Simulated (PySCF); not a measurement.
**Scalar relativity in Si²⁺ (silicon, charge +2)**

[Ne] 3s2, closed-shell 1S; PBE calculated with PySCF 2.14 in dyall-acv3z, once non-relativistic with a point nucleus and once with spin-free X2C-1e and a Gaussian nucleus.

```tsv
shell	ε non-rel. (eV)	ε X2C (eV)	rms r non-rel. (bohr, spins averaged)	rms r X2C (bohr, spins averaged)	change of radius (%)
1s	-1803.1	-1807.1	0.1295	0.1290	-0.39
2s	-160.14	-160.76	0.6220	0.6200	-0.32
2p	-116.93	-116.87	0.6026	0.6022	-0.07
3s	-28.475	-28.530	2.093	2.089	-0.20
```

The total energy goes from -288.3294 to -288.9422 hartree.

Ionisation energy, Si²⁺ [Ne] 3s2 (1S) → Si³⁺ [Ne] 3s1 (2S) (eV):

| method | non-relativistic | spin-free X2C | shift |
| --- | --- | --- | --- |
| UHF | 31.955 | 32.019 | 0.064 |
| LDA | 33.521 | 33.589 | 0.067 |
| PBE | 33.381 | 33.447 | 0.067 |
| PBE0 | 33.243 | 33.309 | 0.066 |
| r2SCAN | 32.870 | 32.936 | 0.066 |
| MP2 (valence) | 32.849 | 32.911 | 0.063 |
| SCS-MP2 (valence) | 33.027 | 33.090 | 0.062 |
| MP2 (valence and next inner shell) | 33.138 | 33.203 | 0.064 |
| SCS-MP2 (valence and next inner shell) | 33.257 | 33.321 | 0.064 |
| CCSD (valence) | 33.193 | 33.253 | 0.060 |
| CCSD(T) (valence) | 33.193 | 33.253 | 0.060 |
| CCSDT (valence) | 33.193 | 33.253 | 0.060 |
| FCI (valence) | 33.193 | 33.253 | 0.060 |

Relativity contracts and stabilises s shells directly. The contracted s shells screen the nucleus better, so for spin-averaged p shells the direct and indirect effects partly cancel.
